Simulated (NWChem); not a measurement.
A series in which one site is exchanged, each optimised at PBE0/def2-SVP with NWChem, gas phase unless a solvent is named. For some, no frequency run checked for a minimum. def2 effective core potentials on Zr, I; no spin-orbit coupling.

A: [Br][ZrH3] (ZrH3Br; site = Br)
B: [ZrH4] (ZrH$_{4}$; site = H)
C: [F][ZrH3] (ZrH₃F; site = F)
D: [I][ZrH3] (ZrH3I; site = I)

Values for A:

```
Quantity                                            Result
--------------------------------------------------  ------
dipole (D), PBE0/def2-SVP                             0.63
orbital gap (eV), PBE0/def2-SVP                       6.06
lowest singlet excitation, PBE/def2-SVPD, TDA (eV)    3.71
```

**Question.** How do these values change for the other members?

**Answer.** 
| change from A | B | C | D |
|---|---|---|---|
| dipole (D), PBE0/def2-SVP | -0.63 | +0.01 | -0.13 |
| orbital gap (eV), PBE0/def2-SVP | +0.04 | +0.22 | -0.43 |
| lowest singlet excitation, PBE/def2-SVPD, TDA (eV) | -0.04 | +0.21 | -0.13 |
